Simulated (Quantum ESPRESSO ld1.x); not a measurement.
Question: The mean radii <r> (bohr) of the occupied orbitals of an atom or ion are listed with their occupations. Calculated with ld1.x of Quantum ESPRESSO 7.5: Dirac Kohn-Sham, PBE, spin-unpolarised, spherical densities, point nucleus.

| orbital | occ. | <r> |
|---|---|---|
| 1s1/2 | 2 | 0.01604 |
| 2s1/2 | 2 | 0.06666 |
| 2p1/2 | 2 | 0.05467 |
| 2p3/2 | 4 | 0.06350 |
| 3s1/2 | 2 | 0.1689 |
| 3p1/2 | 2 | 0.1591 |
| 3p3/2 | 4 | 0.1736 |
| 3d3/2 | 4 | 0.1498 |
| 3d5/2 | 4 | 0.1542 |

Name the element and its charge. Open shells, if any, fill j = l - 1/2 first.

Answer: Z = 82, lead, charge +56: Pb56+ in [Ar] 3d8. The 1s radius gives Z: for a bare nucleus <r> = (2 gamma + 1)/(2Z) with gamma = sqrt(1 - (Z/c)^2), 0.01587 bohr for Z = 82, and screening makes it slightly larger (0.01604 here). The occupations add up to 26, and the charge is Z minus that.
